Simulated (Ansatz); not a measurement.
The lowest singlet and triplet of CF2 (SMILES F[C]F); geometries from B3LYP-D3(BJ)/def2-TZVP, each state relaxed from the structure named, with no frequency check.
Singlet (charge 0, multiplicity 1):
```xyz
3

F     -1.03221    -0.20008     0.00000
C     -0.00064     0.59688     0.00000
F      1.03264    -0.19785     0.00000
```
Triplet (charge 0, multiplicity 3):
```xyz
3

F     -1.13872    -0.16682     0.00000
C     -0.00049     0.49709     0.00000
F      1.13905    -0.16457     0.00000
```

A positive gap puts the triplet lower; no zero-point energy. R- takes a restricted singlet. The triplet is unrestricted in single-reference levels. Active spaces average the two states.

Frozen-core correlation.

Codes used: Ansatz (an electronic-structure program). Each number belongs to the level named beside it.

R-PBE/def2-TZVPP gives -2.231 eV for the gap E(singlet) − E(triplet), adiabatic.

Question: Predict the shift from PBE, with its sign, for: R-r2SCAN/def2-TZVPP, R-B3LYP/def2-TZVPP, R-wB97M-V/def2-TZVPP, R-B2PLYP/def2-TZVPP, R-MP2/cc-pVQZ, R-CCSD(T)/cc-pVQZ, SC-NEVPT2 on SA-CASSCF(2,2)/cc-pVQZ, FIC-MRCISD+Q on SA-CASSCF(2,2)/cc-pVQZ.

Answer: R-r2SCAN/def2-TZVPP 0.276; R-B3LYP/def2-TZVPP -0.045; R-wB97M-V/def2-TZVPP -0.373; R-B2PLYP/def2-TZVPP -0.096; R-MP2/cc-pVQZ -0.143; R-CCSD(T)/cc-pVQZ -0.229; SC-NEVPT2 on SA-CASSCF(2,2)/cc-pVQZ -0.102; FIC-MRCISD+Q on SA-CASSCF(2,2)/cc-pVQZ -0.173 eV. 1 of 8 lie above PBE; the widest gap is to R-wB97M-V/def2-TZVPP.

Doubts at one or more of the structures used: a restricted determinant that unrestricted orbitals would lower (R-MP2/cc-pVQZ, R-CCSD(T)/cc-pVQZ).

Measured: singlet 1A1 below triplet 3B1 by 18887 cm-1 = 54.0 kcal/mol (with zero-point energy) [NIST CCCBDB].
